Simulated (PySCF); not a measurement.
PySCF 2.14 output of an unrestricted LDA calculation on a single atom or ion in aug-cc-pVTZ-PP with ECP60MDF (6s6p5d3f2g, 88 functions), with a scalar-relativistic core potential:

```
SCF conv_tol = 1e-09
number electrons alpha = 8  beta = 5
    P. A. M. Dirac.,  Math. Proc. Cambridge Philos. Soc. 26, 376 (1930)
    F. Bloch.,  Z. Phys. 57, 545 (1929)
    S. H. Vosko, L. Wilk, and M. Nusair.,  Can. J. Phys. 58, 1200 (1980)
cycle= 1 E= -56.9374171334062  delta_E= -0.00705  |g|= 0.0056  |ddm|= 0.906
cycle= 2 E= -56.937460661235  delta_E= -4.35e-05  |g|= 0.00262  |ddm|= 0.0923
cycle= 3 E= -56.9374661496183  delta_E= -5.49e-06  |g|= 0.000837  |ddm|= 0.0189
cycle= 4 E= -56.9374664406796  delta_E= -2.91e-07  |g|= 3.02e-05  |ddm|= 0.00164
cycle= 5 E= -56.9374664418646  delta_E= -1.18e-09  |g|= 4.85e-07  |ddm|= 0.000332
cycle= 6 E= -56.9374664418649  delta_E= -2.56e-13  |g|= 1.93e-08  |ddm|= 8.7e-06
converged SCF energy = -56.9374664418649  <S^2> = 3.7511523  2S+1 = 4.0005761
```

The run itself started from symmetry-adapted Hartree-Fock orbitals and held the occupation by maximum overlap, on a logarithmic radial grid, so the iterations belong to that start.

Problem. Which element, charge and spin multiplicity is this?

Solution. Ta (tantalum, neutral), multiplicity 4; the state was [Xe] 4f14 5d2 6s2 7s1, high-spin 4F determinant (an excited configuration).

Energies and moments cover only the electrons outside the core potential. Spin-orbit coupling, absent here, splits the open shell strongly. The outer electron is Rydberg-like, and this basis confines it to a smaller radius and binds it less than a complete one would.
